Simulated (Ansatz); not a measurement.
```xyz
3

Cr    0.0000    0.0000    0.0000
N     0.0000    0.0000    1.7200
O     0.0000    0.0000    2.9200
```

Basis set: pcseg-2 (spherical functions). Some runs use density fitting. Charge 0, multiplicity 4.

Computed with Ansatz (development build ahead of 0.2.0); each method stands on the lowest determinant of its kind that the runs found.

Q: Give the atomization energy at this shape (free ground-state atoms in the same class of orbitals less the molecule, no zero-point energy) of quartet CrNO by PBE (unrestricted), PBE0 (unrestricted), UHF.

A:

| method | atomization energy |
| --- | --- |
| PBE (unrestricted) | 9.48 eV |
| PBE0 (unrestricted) | 7.85 eV |
| UHF | 2.23 eV |

Caution: another spin multiplicity may lie lower. Caution for PBE (unrestricted): the unrestricted determinant is spin contaminated. Caution for PBE0 (unrestricted), UHF: the unrestricted determinant is a mixture of spin states.

The shape needn't be a minimum at these levels.
